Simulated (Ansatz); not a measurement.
Basis-set extrapolation for C2H6AlN, SMILES `C=[CH][AlH][NH2]` (PBE0-D4/def2-TZVP geometry, frozen core, Ansatz 0.2.0). Multiplicity 1, RHF reference.

```csv
,def2-TZVPP,def2-QZVPP
HF,-375.673638,-375.687428
MP2 correlation,-0.618975,-0.661056
CCSD(T) correlation,-0.683265,not run
```

Energies in hartree. Use E(X) = E(∞) + A·exp(−7.88·√X) for Hartree–Fock and E(X) = E(∞) + B·X^(−2.97) for correlation, with X = 3 and 4, and add CCSD(T) minus MP2 of the smaller set to the MP2 limit.

Question: What is the CCSD(T) energy at the basis-set limit?

Answer: HF limit: -375.687428 + (-0.013790) × 0.13774 = -375.68933. MP2 limit: -0.661056 + (-0.042081) × 0.74074 = -0.69223. Higher-order term: -0.683265 − (-0.618975) = -0.06429. Total: -376.44585 hartree, 233.5 kJ/mol below CCSD(T)/def2-TZVPP.
